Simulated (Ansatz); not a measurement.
Born–Oppenheimer molecular dynamics of CH7ClSn (10 atoms, charge 0, multiplicity 1). It starts at the highest image of a converged band. Of that band: Neighbouring images differ by up to 1.7 eV, so the band resolves the path poorly. A vibrational analysis at the climbing image gives one clearly imaginary mode, 1135i cm⁻¹: a first-order saddle point.

Computed with RKS B3LYP-D4/def2-SVP in Ansatz 0.2.0.

```yaml
ensemble: NVE (velocity Verlet)
time_step: 0.5 fs
steps_asked: 200
starting_velocities_drawn_for: 100 K
seed: 4792
```

First frame:

```xyz
10
Properties=species:S:1:pos:R:3
Sn -1.099 -0.412 -0.462
C 1.177 -0.053 0.267
H -0.527 -1.955 -1.028
H -2.192 -0.697 0.814
H -1.526 0.518 -1.825
H 0.294 0.940 0.513
Cl -0.782 2.169 0.808
H 1.827 0.679 0.781
H 1.215 -0.977 0.863
H 1.611 -0.211 -0.731
```

Question: How far do the bonds stretch over the last three quarters of this one trajectory? (Pairs bonded in most of those frames.)

Answer: 
```tsv
bond	mean (Å)	spread (Å)	shortest	longest
Sn1–H3	1.713	0.013	1.69	1.73
Sn1–H4	1.717	0.030	1.67	1.77
Sn1–H5	1.719	0.020	1.69	1.75
Sn1–Cl7	2.445	0.258	2.11	2.86
C2–H6	1.099	0.018	1.07	1.13
C2–H8	1.101	0.009	1.08	1.12
C2–H9	1.102	0.028	1.06	1.15
C2–H10	1.099	0.005	1.09	1.11
```

Mean temperature of the second half: 2159 K. The conserved energy stayed within 0.086 meV per atom of its start (net change -0.0014 meV per atom), so the integration is sound. The kinetic energy rose, since the run started high on the potential surface and went downhill. It ends in pieces (CH4 + ClH3Sn), so much of that is their flight and rotation, not heat. A run of 0.1 ps of so small a system gives no equilibrium averages. The orbitals stay closed-shell, which can raise the energy where a bond breaks towards radicals; this wasn't checked here.

Time of the run: 3.2 min on 2 threads of AMD EPYC 9R45 96-Core Processor (Zen 5), with other jobs on the host, peak memory 0.21 GiB.
